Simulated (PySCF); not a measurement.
Dipole moment and polarisability of `C[Si@H](C#N)CC(Cl)Cl`

Compound: C4H7Cl2NSi.
Structure used (GFN2-xTB), in Å, numbered top down from 1:
```
atom  x, y, z in Å
C1    -1.4571   -1.1776    0.3612
Si2   -0.7266    0.5708    0.4330
C3    -1.8468    1.7045   -0.5520
N4    -2.5480    2.3929   -1.1400
C5     0.9484    0.6373   -0.4972
C6     1.8567   -0.4846   -0.0752
Cl7    2.0766   -0.4795    1.6910
Cl8    3.4641   -0.3590   -0.8528
H9    -1.4046   -1.5956   -0.6413
H10   -0.9234   -1.8456    1.0313
H11   -2.5009   -1.1776    0.6605
H12   -0.6441    1.1299    1.7823
H13    0.7976    0.5678   -1.5762
H14    1.4407    1.5917   -0.3082
H15    1.4630   -1.4673   -0.3382
```

Level: CAM-B3LYP/def2-SVPD (PySCF), static field, nuclei fixed, core orbitals frozen in the response. The polarisability tensor in these axes (au):

```
x   118.03 -10.58  -0.09
y   -10.58  94.64  -7.21
z    -0.09  -7.21  97.62
```

Task: What are the eigenvalues, a third of the trace, and Δα (Δα² = ½Σ(αi − αj)² over the three pairs)?

Result: Principal values 86.42, 101.50 and 122.38 au; mean 103.43 au = 15.33 Å³ = 17.05 × 10⁻⁴⁰ C²·m²/J; Δα = 31.28 au (30 % of the mean).

Task: What is the dipole moment, and where does it point?

Result: (0.55, -2.73, 1.02) D, 2.97 D in size, pointing from the negative to the positive side. Measured along this direction, the outermost atoms are N4 at the negative end and H10 at the positive end.

Task: How large is μ²/3kT at 400 K beside α?

Result: In Gaussian units μ²/3kT = 53.26 Å³ against 15.33 Å³, a ratio of 3.47; the Debye molar polarisation (4π/3)N_A(α + μ²/3kT) is 173.0 cm³/mol, leaving out the vibrational part.

Task: Molar refractivity from α?

Result: Lorentz–Lorenz: R = (4π/3)N_A α = 2.5225 cm³/(mol·Å³) × 15.33 Å³ = 38.7 cm³/mol, in the limit of long wavelengths.

Task: Find the Langevin capture rate constant for NH4+ (18.034 u) meeting this molecule (166.972 u), k = 2.342 × 10⁻⁹ cm³/s × √(α in Å³ / reduced mass in u).

Result: The reduced mass is 16.28 u, so k = 2.27 × 10⁻⁹ cm³/s. The formula leaves out the permanent dipole, which adds to the capture rate.

Task: Give the principal axes and the span of the nuclei along them.

Result: Largest value along (0.92, -0.38, 0.11), where the nuclei span 6.60 Å; middle along (-0.28, -0.45, 0.85), 3.78 Å; least along (0.27, 0.81, 0.52), 3.68 Å. 

Geometry: GFN2-xTB, one conformer, isolated molecule.
